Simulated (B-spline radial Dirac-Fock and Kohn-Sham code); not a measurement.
## Kr 4s: cross section and angular parameters

System: atomic krypton, configuration [Ar] 3d10 4s2 4p6; threshold 26.86 eV (orbital energy of the model). Method: Dirac-Hartree-Slater photoionisation with a Latter tail; cross sections with all multipoles, angular parameters from the dipole term and its interference with E2. Computed with a radial finite-basis atomic code.

The run's input, task.json:

```json
{"items": [{
  "Z": 36,
  "q": 0,
  "cfg": [[1, 0, 2], [2, 0, 2], [2, 1, 6], [3, 0, 2], [3, 1, 6], [3, 2, 10], [4, 0, 2], [4, 1, 6]],
  "A": 84,
  "rrms": 4.1884,
  "do": "xps",
  "hv": [74.5, 80, 83.4, 90.7, 100, 111.0, 127.0, 132.0, 200, 272.0, 406.0, 451.0, 472.0, 506.0, 706.0, 707.0, 846.0, 1000, 1390.0, 1550.0, 2360.0, 2984.4, 3120.0, 3680.0, 4580.0, 6000, 6980.0, 8047.8, 11700.0, 12000],
  "edges": {"K": 14326.0, "L1": 1921.0, "L2": 1730.9, "L3": 1678.4, "M1": 292.8, "M2": 222.2, "M3": 214.4, "M4": 95.0, "M5": 93.8}
}]}
```

Command: `python xray2_run.py task.json out`

For linearly polarised light dσ/dΩ = σ/(4π) [1 + β P₂(cos θ) + (δ + γ cos²θ) sin θ cos φ], with θ from the polarisation vector and φ the angle between the beam and the projection of the electron momentum on the plane normal to the polarisation.

| hν (eV) | σ (kb) | β | γ |
| --- | --- | --- | --- |
| 74.5 | 187 | 1.987 | 0.049 |
| 80 | 182 | 1.988 | 0.079 |
| 83.4 | 178 | 1.989 | 0.094 |
| 90.7 | 168 | 1.990 | 0.124 |
| 100 | 156 | 1.991 | 0.154 |
| 111 | 141 | 1.992 | 0.179 |
| 127 | ? | ? | ? |
| 132 | 118 | 1.993 | 0.209 |
| 200 | 71.0 | 1.995 | 0.244 |
| 272 | 46.1 | 1.996 | 0.237 |
| 406 | 25.4 | 1.997 | 0.189 |
| 451 | 21.6 | 1.997 | 0.169 |
| 472 | 20.1 | 1.997 | 0.160 |
| 506 | 18.0 | 1.997 | 0.146 |
| 706 | 10.5 | 1.997 | 0.068 |
| 707 | 10.5 | 1.997 | 0.068 |
| 846 | 7.76 | 1.998 | 0.025 |
| 1000 | 5.83 | 1.998 | -0.013 |
| 1390 | 3.26 | 1.998 | -0.065 |
| 1550 | 2.67 | 1.998 | -0.073 |
| 2360 | 1.21 | 1.998 | -0.039 |
| 2984.4 | 0.763 | 1.998 | 0.035 |
| 3120 | 0.698 | 1.998 | 0.054 |
| 3680 | 0.500 | 1.998 | 0.138 |
| 4580 | 0.317 | 1.998 | 0.284 |
| 6000 | 0.178 | 1.998 | 0.521 |
| 6980 | 0.127 | 1.998 | 0.679 |
| 8047.8 | 0.0925 | 1.998 | 0.845 |
| 11700 | 0.0388 | 1.997 | 1.360 |
| 12000 | 0.0366 | 1.997 | 1.399 |

Question: Give the values at 127 eV.

Answer: σ = 123 kb, β = 1.993, γ = 0.204. For an s subshell δ is negligible.
